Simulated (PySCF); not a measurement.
Stepwise substitution at one centre (Sn F-C2H5). Isolated molecules, 0 K electronic values unless said otherwise. One relaxed conformer stands for each flexible species; it need not be the lowest. Strings in code marks are SMILES.

Level of theory: PBE-D3(BJ)/def2-TZVP // PBE0-D4/def2-SVP (PySCF). All candidates: neutral, multiplicity 1. Excitations are Tamm–Dancoff values on a coarser integration grid. The basis has no diffuse functions, so Rydberg states are missing or too high.

```yaml
T1 excitation (TDA): 4.80 eV
LUMO: -2.95 eV
HOMO–LUMO gap: 5.17 eV
```

Task: Which member has these values?
A) `C[CH2][Sn]([CH2]C)([CH2]C)[CH2]C`
B) `C[CH2][Sn]([F])([F])[F]`
C) `C[CH2][Sn]([F])([F])[CH2]C` (C–C–Sn–F torsion 17°, F–Sn–C–C torsion 46°)

Result: B, `C[CH2][Sn]([F])([F])[F]`. The others give `C[CH2][Sn]([CH2]C)([CH2]C)[CH2]C`: 5.47 eV, -0.24 eV, 5.61 eV; `C[CH2][Sn]([F])([F])[CH2]C` (C–C–Sn–F torsion 17°, F–Sn–C–C torsion 46°): 4.86 eV, -1.50 eV, 5.26 eV
